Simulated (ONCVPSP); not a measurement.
Mn (Z = 25): one change to an ONCV potential, before and after

```
Element                 : manganese (Mn)
Generator               : ONCVPSP 4.0.1
Type                    : optimised norm-conserving Vanderbilt (ONCV)
Functional              : PBEsol
Relativity              : scalar-relativistic
Frozen core             : [Ne] 3s2
Valence charge          : 13
Reference configuration : 3p6 3d5.5 4s1.5
Partial waves           : 4s: rc 2.65 bohr, ncon 4, nbas 7, qcut 2.5 1/bohr, 2 projectors, debl 3 Ha; 3p: rc 1.15 bohr, ncon 3, nbas 6, qcut 12.1 1/bohr, 1 projector; 3d: rc 1.40 bohr, ncon 3, nbas 8, qcut 10.1 1/bohr, 1 projector
Local potential         : polynomial inside 1.05 bohr (lpopt 5, dvloc0 0 Ha)
Core correction         : polynomial model core, fcfact 0.75
```

All-electron outer shells of the reference configuration (PBEsol, scalar-relativistic, ld1.x):

```
shell  level (eV)  outermost node (bohr)  outermost maximum (bohr)
   3s      -83.31                   0.34                      0.74
   3p      -52.23                   0.31                      0.75
   3d       -4.91                      –                      0.76
   4s       -4.60                   1.06                      2.57
```

Change: s: qcut 3.5; p: qcut 16.8; d: qcut 14.1.

Cutoffs: the cutoffs (Ha) at which the residual kinetic energy of the hardest occupied pseudo-wave falls to 1 and 0.1 mHa per electron; they do not see the model core or the augmentation charge, which bear on the density cutoff. Errors are all-electron minus pseudo energies relative to the spin-unpolarised reference configuration.

Q: What does the change do?

A: The potential gets harder (42 Ha and 46 Ha → 58 Ha and 67 Ha); both files keep a bound ghost (s); of the 4 tests that both files solve, the error grows in 2 and shrinks in 2 by more than 15 % and 0.3 meV (median size 13.1 → 9.0 meV).

| quantity | base | changed |
| --- | --- | --- |
| cutoff, loose | 42 Ha | 58 Ha |
| cutoff, tight | 46 Ha | 67 Ha |
| loose cutoff by channel | s 3.6 Ha, p 28 Ha, d 42 Ha | s 3.9 Ha, p 47 Ha, d 58 Ha |
| bound ghosts | s | s |
| GHOST(+) flags under 300 eV | none | none |
| error for 3p6 3d5 4s2, meV [ΔE 0.49 eV] | -9.3 | -17 |
| error for 3p6 3d5 4s1, meV [ΔE 8.92 eV] | -5.1 | +0.5 |
| error for 3p6 3d5 4s0, meV [ΔE 24.43 eV] | -17 | -0.3 |
| error for 3p6 3d4 4s2, meV [ΔE 13.70 eV] | -61 | -155 |
| s: phases at 2.69 bohr within 0.05 rad from the reference energy up to (Ha; the scan ends near 5) | 4.9 | to the end of the scan |
| p: phases at 1.17 bohr within 0.05 rad from the reference energy up to (Ha; the scan ends near 5) | 4.7 | to the end of the scan |
| d: phases at 1.42 bohr within 0.05 rad from the reference energy up to (Ha; the scan ends near 5) | 1.8 | 2.3 |
| rms error of d²Exc/dni dnj with the model core, mHa | 0.77 | 0.87 |

 A true bound ghost makes a file unfit for plane-wave use even where its test errors are small: the radial tests pick states by their node count and pass the ghost by.
